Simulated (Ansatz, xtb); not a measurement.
# Relaxing a trial structure of CHF2OSi

The starting geometry of this gas-phase doublet was built from a drawn formula by distance geometry and a force field; its bonds are those of `F[C]1[OH+][Si-]1F`.

```xyz
6

C     0.6526    1.4235    1.0420
F     0.9696    0.3974    0.2544
F    -0.2974    2.3374    3.5518
O    -0.5264    2.0835    0.9558
Si   -0.5769    1.2656    2.4112
H    -1.1066    1.6190    0.3062
```

Problem. Where would you expect an optimisation with r2SCAN-D4/def2-SVP to take it?

Solution. A bond breaks, giving a structure given below by its coordinates. Contacts that open: O4–Si5 (1.67 → 2.91 Å).

The energy falls by 2.74 eV over 17 steps:

```csv
step,E − E(last) (eV)
1,2.740
3,1.150
5,0.986
6,0.975
8,0.910
10,0.447
12,0.190
13,0.021
15,0.005
17,0.000
```

Final geometry (Å):

```xyz
6

C     0.0394    1.2262    1.2381
F     0.5713    0.3449    0.3807
F    -0.5321    2.3663    3.5206
O    -0.6658    2.1568    0.6211
Si    0.3473    1.0309    3.1015
H    -0.6451    2.0012   -0.3407
```

From the same start GFN2-xTB reaches the same bonding as this run.

No frequencies were run, so the end isn't proven a minimum. Open shells are spin-unrestricted. Run with Ansatz 0.2.0, 2.4 min on 1 thread of Arm Neoverse V1, on a shared host.
